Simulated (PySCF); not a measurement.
Compound: CH7AlGe.
Bonds: Al1–C2, C2–Ge3. Hydrogens: H4, H5 on Al1; H6, H7 on C2; H8, H9, H10 on Ge3.

Theory: PySCF 2.14.0, PBE0-D3(BJ)/def2-SVP geometry optimisation, gas phase.

Q: How far are the bound atoms from Al1?

A: 3 atoms: H4 1.592 Å, H5 1.592 Å, C2 1.951 Å. The nearest atom not counted as bound is H7, at 2.56 Å (others tie with it).

Q: List the angles at Al1.

A: 
| angle | degrees | distance of the outer atoms (Å) |
| --- | --- | --- |
| C2–Al1–H5 | 120.2 | 3.08 |
| C2–Al1–H4 | 120.0 | 3.07 |
| H4–Al1–H5 | 119.8 | 2.76 |

Q: What is the shape at Al1?

A: Planar: angles 120.2°, 120.0° and 119.8°, sum 360.0°, 0.01 Å off the plane of its three neighbours.

Q: What are the other bond lengths?

A: C2–Ge3 1.960 Å; C2–H6, C2–H7 1.103 Å; Ge3–H8, Ge3–H9, Ge3–H10 1.543 Å.

Q: Give some angles away from the centre.

A: Al1–C2–Ge3 113.0°.

Q: What are the rotational constants (commonest isotopes, rigid rotor)?

A: A = 17197, B = 2016, C = 1922 MHz: a near-prolate asymmetric top.

Point group: near Cs, missed by 0.13 Å at most; the miss may be what the optimiser left on a soft mode. Charge 0, singlet. Stationary, but not proved a minimum.

One conformer stands for the species.
